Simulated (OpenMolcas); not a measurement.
## Levels of Mn⁺ by method

| Quantity | Value |
| --- | --- |
| Program | OpenMolcas |
| Basis | ANO-RCC-VQZP [7s6p4d3f2g1h] |
| Scalar Hamiltonian | DKH2, point nucleus |
| Active space | 6 electrons in 6 orbitals (3d 4s) |
| State averaging | 2S+1 = 7 even, 1 root; 2S+1 = 5 even, 18 roots kept (CI in the orbitals of an earlier block); 2S+1 = 3 even, 9 roots kept (CI in the orbitals of an earlier block) |
| Spin-orbit coupling | RASSI with atomic mean-field integrals over the reference wave functions, term energies averaged over their components |

Methods on the same reference wave functions:
A. CASSCF
B. SS-CASPT2, IPEA 0.25 Eh, imaginary shift 0.1 Eh (closed shells correlated: 3s 3p)

Energies in cm-1 above 3d5 4s 7S3, the measured ground level; measured values from NIST Handbook of Basic Atomic Spectroscopic Data.

```
     Level      A      B  Measured
3d5 4s 7S3    0.0    0.0       0.0
3d5 4s 5S2  12261   8790      9473
3d5 4s 5G4  33632  29030     27584
3d5 4s 5G5  33632  29030     27571
3d5 4s 5G3  33632  29030     27588
3d5 4s 5G2  33632  29030     27589
3d5 4s 5G6  33632  29030     27547
```

Deviations, from unrounded energies. A percentage is the sum of absolute deviations over the sum of measured energies, with the sign that they share, or ± where signs differ.

```
                        Against measurement  Levels      A     B
             mean absolute deviation (cm-1)       6   5500  1300
other terms of the ground configuration (%)       6  +22.4  ±5.4
```

B lies closest to measurement on these levels. The largest miss of B in the table is 3d5 4s 5G6, by +1500 cm-1. The ranking rests on the paired levels alone, and a cruder setting can come out closer through cancelling errors.

From A to B the spin-free energies of the other terms of 3d5 4s shown, above 7S, scale by factors of 0.72 to 0.86.

The lowest spin-free term lies below A's lowest term by 0.506 hartree in B.

Term energies are means over components that CASPT2 splits; among the terms shown or strongly mixed into the levels shown the widest spread is 150 cm-1 (3d5 4s 5G, B). Terms from blocks run as CI alone lack orbitals of their own. No level of 3d6 was computed, though it lies in the active space. Without dynamic correlation excited terms often stand tens of per cent too high (terms of higher spin than the ground term too low), and those without a measured partner can miss by more than the paired ones (holds for A). Computed and measured levels are paired by configuration, term and J; levels that our copy of the source lacks, or whose pairing is in doubt (as where it misses far off the trend of its configuration), stay unpaired and out of the deviations. Only configurations of the active space appear. The table leaves out levels that lie high or whose names do not pair safely across all columns.
